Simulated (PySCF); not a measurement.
## Spinor energies of Eu⁴⁵⁺ (europium, charge +45)

Start: [Ar]. Calculated with PySCF 2.14 in an even-tempered Gaussian basis (18 s from 3.7 bohr⁻², ratio 2.6; 14 p from 4.8 bohr⁻², ratio 2.6; 5 d from 4.9 bohr⁻², ratio 2.8; 3 f from 80 bohr⁻², ratio 2.8): generalised Hartree-Fock with the X2C-1e Hamiltonian and a Gaussian nucleus; spin-orbit coupling (SO) screened by Boettger's factors.

```
spinor shell  electrons  ε, screened SO (eV)  weight of nominal j (screened SO)  rms radius, screened SO (bohr)
       1s1/2          2             -51579.3                              1.000                          0.0254
       2s1/2          2             -10860.8                              1.000                           0.102
       2p1/2          2             -10451.3                              1.000                          0.0869
       2p3/2          4              -9787.3                              1.000                          0.0929
       3s1/2          2              -4157.6                              1.000                           0.246
       3p1/2          2              -3989.6                              1.000                           0.236
       3p3/2          4              -3824.9                              1.000                           0.246
```

```tsv
quantity	screened SO
E (hartree)	-9035.75077
M_J	0
⟨J²⟩	0.000
⟨L²⟩	0.027
⟨S²⟩	0.027
```

Breit and QED terms are absent; they matter most for the inner s and p1/2 levels.

Densities and radii are taken from the X2C orbitals without a picture-change correction, which distorts them close to the nucleus.
